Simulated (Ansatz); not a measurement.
The cation of CH$_{5}$GeN, SMILES `[CH3][Ge][NH2]` at the neutral geometry.

```yaml
crystal:
  periodic: [false, false, false]
  atoms:
    - {symbol: C, position_ang: [-0.661940, 0.861261, -0.597065]}
    - {symbol: Ge, position_ang: [1.191717, 0.622041, 0.118912]}
    - {symbol: N, position_ang: [0.922452, -1.068831, 0.733725]}
    - {symbol: H, position_ang: [-0.935736, 0.030513, -1.254252]}
    - {symbol: H, position_ang: [-0.759870, 1.794686, -1.153359]}
    - {symbol: H, position_ang: [-1.373346, 0.882748, 0.235157]}
    - {symbol: H, position_ang: [1.646563, -1.587998, 1.203184]}
    - {symbol: H, position_ang: [0.062460, -1.591520, 0.657898]}
basis:
  gaussian: {orbitals: def2-TZVPP}
total_charge: 1
magnetization: {spin_polarized: true, initial_magnetization: 1}
correlation: {method: ccsd_t}
scf: {omitted_lower_state_checks: [cluster_reference]}
```

```sh
$ ansatz run in.yaml --threads 2 --pin off --events-out ev --progress --plain --max-ram 20480MiB --backend cuda --devices 0, --max-vram 18GiB
```

Shortened log:

```
Functional definition: HF
1080 factors; integrals over basis functions are off by at most 1.2e-3 eV
mean field evaluation 1: about -59049.9409 eV, gradient 4.3e1 eV
mean field evaluation 2: about -59049.9440 eV, gradient 4.3e1 eV
mean field evaluation 4: about -59058.4046 eV, gradient 4.3e0 eV
mean field evaluation 8: about -59058.5651 eV, gradient 2.7e-1 eV
mean field evaluation 16: about -59057.6386 eV, gradient 1.1e-1 eV
mean field evaluation 32: about -59057.7342 eV, gradient 1.4e0 eV
mean field -59058.56851063 eV, -2170.3623614302 hartree, gradient 1.7e-6 eV, S^2 0.783683; 3 other end points of the search recorded, 0 dependent functions left out
11 core orbitals not correlated: weight in the atoms' cores, before any rotation towards them, 1.000 or more for the frozen orbitals, at most 0.000 for the correlated occupied ones
reference -59058.56851063 eV, -2170.3623614302 hartree; 14, 13 occupied and 155, 156 virtual orbitals, 1080 factors
second order -16.29329079 eV of doubles, -0.00000000 eV of singles
cycle   1  -16.33523329 eV  change   -4.2e-2 eV  update   1.0e-1
cycle   2  -16.80811320 eV  change   -4.7e-1 eV  update   3.4e-2
cycle   3  -16.93130656 eV  change   -1.2e-1 eV  update   2.3e-2
cycle   4  -16.92074449 eV  change    1.1e-2 eV  update   8.1e-3
cycle   5  -16.91970855 eV  change    1.0e-3 eV  update   4.6e-3
cycle   6  -16.92002214 eV  change   -3.1e-4 eV  update   1.4e-3
cycle   7  -16.91991494 eV  change    1.1e-4 eV  update   5.9e-4
cycle   8  -16.92009911 eV  change   -1.8e-4 eV  update   2.5e-4
cycle   9  -16.92006550 eV  change    3.4e-5 eV  update   1.1e-4
cycle  10  -16.92001386 eV  change    5.2e-5 eV  update   6.5e-5
cycle  11  -16.92006318 eV  change   -4.9e-5 eV  update   3.5e-5
cycle  12  -16.92005542 eV  change    7.8e-6 eV  update   1.8e-5
perturbative correction -0.69179755 eV, -0.0254230911 hartree
Total energy: -59076.18036360 eV, -2171.0095850891 hartree
Checks for a lower state left out: cluster_reference
```

Run time 3.7 s (2 threads of an AMD EPYC 7R13 on a shared host and a share of an NVIDIA H100 80 GB); peak host memory 0.82 GiB.
